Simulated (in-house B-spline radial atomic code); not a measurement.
Configurations of Sr⁷⁺, with energies counted from [Ar] 3d10 4s2 (4p1/2)1. Method: Dirac-Hartree-Fock, average of each configuration as written, Fermi nucleus of rms radius 4.224 fm. Calculated with a radial B-spline atomic code at the basis-set limit. Energies include first-order Breit, QED and recoil terms.

Occupations are held fixed; configurations that lie above the ionisation limit could autoionise.

```json
{"configuration": "[Ar] 3d10 4s1 (4p3/2)1 (5f5/2)1", "E - E(ref) (eV)": "104.34", "highest orbital": "5f5/2", "its <r> (bohr)": "3.646"}
{"configuration": "[Ar] 3d10 4s1 (4p1/2)1 (6d5/2)1", "E - E(ref) (eV)": "107.8", "highest orbital": "6d5/2", "its <r> (bohr)": "4.84"}
{"configuration": "[Ar] 3d10 4s1 (4p3/2)1 (6f5/2)1", "E - E(ref) (eV)": "115.71", "highest orbital": "6f5/2", "its <r> (bohr)": "5.647"}
{"configuration": "[Ar] 3d10 4s1 (4p1/2)1 (7f7/2)1", "E - E(ref) (eV)": "120.8", "highest orbital": "7f7/2", "its <r> (bohr)": "8.028"}
```

Order these further configurations by energy, lowest first.
A. [Ar] 3d10 4s1 (4p3/2)1 (7d3/2)1
B. [Ar] 3d10 4s2 6s1
C. [Ar] 3d10 4s1 (4p3/2)1 (8f7/2)1
D. [Ar] 3d10 4s2 (7f5/2)1
E. [Ar] 3d10 4s2 (4p3/2)1

E (1.6413 eV), B (78.875 eV), D (102.18 eV), A (118.83 eV), C (126.93 eV).
